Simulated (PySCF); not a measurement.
Compound: C2H6N2Si2.
SMILES: `C#C[SiH]1N[SiH2]N1`

Theory: PBE0-D3(BJ)/def2-SVP geometry optimisation, gas phase in PySCF.

Take the most abundant isotopes and a rigid rotor. 

(1) Give the principal moments of inertia and the rotational constants in MHz.

(2) What kind of rotor is it?

(3) What does the inertial defect say?

(4) Give the coordinates in the principal-axis frame, origin at the centre of mass.

(5) List the rotational levels J(Ka,Kc) to J = 4 (K).

(6) Which types of transition are allowed, and where do some lines up to J = 5 fall?

(7) Estimate the classical rotational partition function at 25 K, 50 K and 298.15 K.

## Answers

(1) Ia = 86.04, Ib = 351.66, Ic = 365.15 u·Å²; 505379 MHz·u·Å²/I gives A = 5874, B = 1437, C = 1384 MHz.

(2) A near-prolate asymmetric top; Ray's κ = -0.976.

(3) Not planar: Δ = Ic − Ia − Ib = -72.55 u·Å². For a rigid frame Δ = −2 Σ m c², so Σ m c² = 36.27 u·Å² lies off the ab plane: 9.99 from hydrogen and 26.29 from heavier atoms. The atom farthest from that plane is 2.17 Å away.

(4) The sense of each axis is arbitrary; atoms in the order of the calculation.
```
atom  mass (u)   a (Å)   b (Å)   c (Å)
  C1    12.000   3.133  -0.004  -0.688
  C2    12.000   2.045  -0.001  -0.140
 Si3    27.977   0.411   0.005   0.705
  N4    14.003  -0.718   1.196   0.124
 Si5    27.977  -1.846  -0.004  -0.463
  N6    14.003  -0.717  -1.194   0.140
  H7     1.008   4.091  -0.006  -1.177
  H8     1.008   0.703   0.016   2.166
  H9     1.008  -0.709   2.204   0.117
 H10     1.008  -3.192   0.003   0.192
 H11     1.008  -2.079  -0.017  -1.941
 H12     1.008  -0.691  -2.202   0.113
```

(5) Above 0(0,0), as E/k:
J = 1: 1(0,1) 0.135, 1(1,1) 0.348, 1(1,0) 0.351
J = 2: 2(0,2) 0.406, 2(1,2) 0.617, 2(1,1) 0.624, 2(2,1) 1.263, 2(2,0) 1.263
J = 3: 3(0,3) 0.812, 3(1,3) 1.019, 3(1,2) 1.034, 3(2,2) 1.669, 3(2,1) 1.669, 3(3,1) 2.740, 3(3,0) 2.740
J = 4: 4(0,4) 1.354, 4(1,4) 1.555, 4(1,3) 1.581, 4(2,3) 2.211, 4(2,2) 2.211, 4(3,2) 3.282, 4(3,1) 3.282, 4(4,1) 4.781, 4(4,0) 4.781
Those of J = 1 are B + C, A + C and A + B.

(6) The dipole components are |μa| = 0.34 D, |μb| = 0.00 D, |μc| = 0.33 D; the mirror of this Cs structure is the ac plane, so μb vanishes by symmetry and there are no b-type lines. Intensities carry the squares of the components, which stand as 1.00 : 0.94 (a : c). Some lines, for components of 0.1 D or more:

```tsv
type	branch	J(Ka,Kc)	MHz	lower level (cm⁻¹)
a	R	1(0,1) ← 0(0,0)	2821	0.000
a	R	2(0,2) ← 1(0,1)	5642	0.094
c	R	1(1,0) ← 0(0,0)	7311	0.000
a	R	4(2,3) ← 3(2,2)	11284	1.160
c	R	3(1,2) ← 2(0,2)	13086	0.282
a	R	5(1,4) ← 4(1,3)	14236	1.099
c	R	5(2,4) ← 4(1,4)	27760	1.081
c	Q	5(4,2) ← 5(3,2)	31241	2.752
c	R	4(3,1) ← 3(2,1)	33599	1.160
c	Q	5(5,1) ← 5(4,1)	40167	3.794
c	R	4(4,0) ← 3(3,0)	42527	1.905
c	R	4(4,1) ← 3(3,1)	42527	1.905
c	R	5(5,0) ← 4(4,0)	54274	3.323
```

(7) Point group Cs, symmetry number σ = 1; q = (√π/σ)·√((kT/h)³/(ABC)), k/h = 20836.6 MHz/K: 6170 at 25 K, 17400 at 50 K, 254000 at 298.15 K.

Stationary, but not proved a minimum. Zero-point vibration and centrifugal distortion are left out. Quadrupole hyperfine structure (14N) is left out.
